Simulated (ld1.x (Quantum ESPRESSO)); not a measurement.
Which change was made? (Sn, TM)

```json
{
 "Element": "Sn",
 "Generator": "ld1.x (Quantum ESPRESSO) 7.5",
 "Type": "norm-conserving Troullier–Martins (Kleinman–Bylander form)",
 "Functional": "PW91",
 "Relativity": "scalar-relativistic",
 "Frozen core": "[Kr] 4d10",
 "Valence charge": "4",
 "Reference configuration": "5s1.5 5p2.5",
 "Partial waves": "5s (bound): rc 1.65 bohr; 5d channel at 0.1 Ry: rc 2.10 bohr; 5p (bound): rc 2.40 bohr",
 "Local potential": "the p channel",
 "Core correction": "a·sin(br)/r model core, default radius (core density twice the valence density)"
}
```

Cutoffs, loose and tight: the cutoffs (Ry, on a coarse ladder) from which the occupation-weighted sum of valence levels, in a spherical-Bessel basis at the reference potential, stays within 10 and 1 mRy of its value at 400 Ry. They do not see the model core or the augmentation charge, which bear on the density cutoff. Test errors are all-electron minus pseudo excitation energies from the reference, over the configurations 5s2 5p2; 5s2 5p1; 5s2 5p0; 5s1 5p0; 5s1 5p2; 5s1 5p3; 5s0 5p4; variants that change the core or the reference have their own tests.

The base gives: outcome: generated; cutoff, loose: 25 Ry; cutoff, tight: 55 Ry; bound ghosts: d; largest test error (meV): -258.

After one change the result is: outcome: generated; cutoff, loose: 25 Ry; cutoff, tight: 55 Ry; bound ghosts: none; largest test error (meV): -268. Which change was it?
A. reference 5s2 5p2
B. type TM semilocal; local potential the s channel
C. all radii but the core radius scaled by about 1.33 (s 2.20, p 3.20, d 2.80 bohr)
D. non-relativistic

B. The others give: reference 5s2 5p2 → outcome: generated; cutoff, loose: 30 Ry; cutoff, tight: 60 Ry; bound ghosts: d; largest test error (meV): -322 | all radii but the core radius scaled by about 1.33 (s 2.20, p 3.20, d 2.80 bohr) → outcome: generated; cutoff, loose: 10 Ry; cutoff, tight: 30 Ry; bound ghosts: s; largest test error (meV): +120 | non-relativistic → outcome: generated; cutoff, loose: 25 Ry; cutoff, tight: 60 Ry; bound ghosts: d; largest test error (meV): -182.
